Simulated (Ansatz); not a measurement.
Species: C$_{4}$H$_{2}$BrSe, net charge 0, doublet state. It need not be the lowest isomer of its formula. 
Coordinates optimised at B3LYP-D3(BJ)/def2-TZVP (Ansatz, a quantum-chemistry and plane-wave program):
```xyz
8

Br     2.2767    -0.5910    -0.1720
C      0.4072    -0.2785    -0.0259
C     -0.5156    -1.3804     0.0815
C     -1.7778    -0.9343     0.1735
Se    -1.9964     0.9098     0.1399
C     -0.1154     0.9699    -0.0177
H     -0.2060    -2.4146     0.0849
H      0.4087     1.9078    -0.0874
```
Charge 0, spin multiplicity 2.

Basis-set convergence of Hartree-Fock and CCSD(T) correlation energies (hartree) with Ansatz. Cores are frozen in the correlated levels unless marked. Open shells are spin-unrestricted. Spin-orbit coupling is left out. Frozen are the shells of the preceding noble gas and the d and f shells that filled before the atom's block. Non-relativistic.

The UHF reference is spin-contaminated (<S^2> 0.44 over the pure value in the largest basis). 

```json
[
 {"basis": "cc-pVDZ", "functions": "120", "E(HF)": "-5124.74436", "E(corr, CCSD(T))": "-0.78582"},
 {"basis": "cc-pVTZ", "functions": "234", "E(HF)": "-5124.93669", "E(corr, CCSD(T))": "-0.98341"},
 {"basis": "cc-pVQZ", "functions": "416", "E(HF)": "-5124.95229", "E(corr, CCSD(T))": "-1.04868"}
]
```

Extrapolating the two largest sets (X = 3 and 4) as X^-3: E(corr) = (64·(-1.04868) - 27·(-0.98341))/37 = -1.0963 Eh, an estimate of the basis-set limit. The largest set recovers 95.7 % of it, the smallest 71.7 %.
